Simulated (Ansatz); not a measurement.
# Strength of the C–Ge bond: GeH2(CH3)(SH) → GeH2(SH) + CH3

Species: GeH2(CH3)(SH), singlet; GeH2(SH), doublet; CH3 (methyl radical) `[CH3]`, doublet. 

Shapes, held fixed at every level: PBE0-D4/def2-TZVP. Flexible molecules stand in one conformer, not always the lowest. Programs: Ansatz 0.2.0. The zero-point and thermal change to 298 K, harmonic and unscaled (PBE0-D4/def2-TZVP), is -17.0 kJ/mol.

```
                level                   kind  ΔH(298 K) (kJ/mol)  less CCSD(T)/def2-TZVPP
          HF/def2-SVP           Hartree–Fock              +225.2                   -101.3
     SPW92/def2-TZVPP                    LDA              +369.1                    +42.6
 r2SCAN-D4/def2-TZVPP               meta-GGA              +297.8                    -28.7
r2SCAN0-D4/def2-TZVPP          global hybrid              +299.2                    -27.3
         MP2/def2-SVP    perturbation theory              +325.6                     -0.9
        CCSD/def2-SVP  coupled cluster or CI              +305.9                    -20.6
      CCSD/def2-TZVPP  coupled cluster or CI              +318.4                     -8.1
   CCSD(T)/def2-TZVPP  coupled cluster or CI              +326.5                      0.0
```

The highest level, CCSD(T)/def2-TZVPP, gives ΔH(298 K) = +326.5 kJ/mol; the levels span +225.2 to +369.1. The column of differences is taken from that level and isn't an error. Hartree–Fock misses the correlation of the pair that is broken and comes out low. No measured value is set beside it here. Open shells run unrestricted unless RO is named. Relativity is left out for Ge unless named. Correlated rows may include outer-core shells of Ge, which these sets cover unevenly.
